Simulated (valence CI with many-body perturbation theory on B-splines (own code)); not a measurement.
Sn¹⁰⁺: what the settings do

Calculated by configuration interaction combined with many-body perturbation theory (CI+MBPT): four valence electrons over a frozen Dirac-Fock core [Kr], radial functions for each j: 6 s, 6 p, 5 d, 5 f, 1 g, with the one-electron correlation potential Σ1 (screened to all orders), the two-electron term Σ2, the three-electron term Σ3, Breit, model QED; selected single and double excitations, second order for the rest, scaled by the run's own slope (own B-spline code, finite nucleus).

No measured spectrum was set against this ion. As an estimate, terms of the open shell hold to 2 to 4 % of their energy, and close levels can change places. Only levels of the ground parity were solved; by the run's estimate the other parity begins above the list, which can be wrong where configurations are misplaced.

The reference run has the lowest level 4d⁴ ⁵D_0 and an ionisation energy of 208.321 eV. Its largest variational space holds 10008 state functions.

Names give the largest LS component (configuration and term), which can be under half, so a name can repeat, a term be missing and a line seem to break the LS rules; names also repeat where a configuration has a term twice.

Changed runs:
A. factor on the speed of light 1 → 100; QED terms on → off
B. correlating orbitals by l 3 3 3 3 1 → 3 1 5 0 3
C. averaging of valence orbitals over low configurations on → off
D. correlating orbitals by l 3 3 3 3 1 → 0 0 0 0 0 (bad on purpose)

Excitation energies of the reference run in cm⁻¹, and shifts in cm⁻¹:

```
                 Level  Reference       A       B       C       D
              4d⁴ ⁵D_1       2967   -2966     -40    +1.7    -141
              4d⁴ ⁵D_2       6470   -6469     -58    +3.8    -199
              4d⁴ ⁵D_3       9920   -9919     -57    +2.9    -182
              4d⁴ ⁵D_4      13165  -13164     -37    +3.4     -95
              4d⁴ ³P_0      27347   +2405    +306     -15   +1301
              4d⁴ ³H_4      28807   -3070    +141    +7.6   +1159
              4d⁴ ³H_5      34102   -8367     +97    +9.2   +1108
              4d⁴ ³G_3      34554            +188    -0.4   +1320
              4d⁴ ³P_1      35808   -6055    +278     -22   +1426
              4d⁴ ³F_2      36630   -6986    +262     -10   +1485
              4d⁴ ³H_6      37026  -11290    +100     +11   +1161
              4d⁴ ³F_4      39940  -10296    +151    +3.0   +1202
Ionisation energy (eV)    208.321  +1.531  -0.030  +0.006  +0.023
```

A blank means that the level has no clear partner in that run.
